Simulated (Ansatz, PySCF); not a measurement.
Gas-phase reaction in SMILES: CCCCCCO + H+ -> CCCCCC[OH2+]
Structures are relaxed separately at B3LYP-D3(BJ)/def2-TZVP in Ansatz (a quantum-chemistry and plane-wave program), one conformer each, not searched for the lowest.

Property: proton affinity (0 K, with B3LYP-D3(BJ) harmonic zero-point energies from PySCF), positive where the reaction releases energy, in kJ/mol. Cores are frozen in the correlated levels unless marked. No spin-orbit coupling. No relativistic terms. Basis-set limits of correlation are two-point, X^-3; Hartree-Fock from the larger set. The bracket is a focal-point correction in the basis named.

RI-MP2/CBS(cc-pVTZ,cc-pVQZ)+[CCSD(T)-MP2]/cc-pVTZ (Ansatz) gives 786.2 kJ/mol.

Another calculation gave 790.3 kJ/mol. Which level was it?
A) CAM-B3LYP/def2-TZVPD (Ansatz)
B) SVWN5/def2-TZVPD (Ansatz)
C) BHLYP/def2-TZVPD (Ansatz)

C, BHLYP/def2-TZVPD (Ansatz). The others give 757.2 (SVWN5), 778.8 (CAM-B3LYP) kJ/mol.
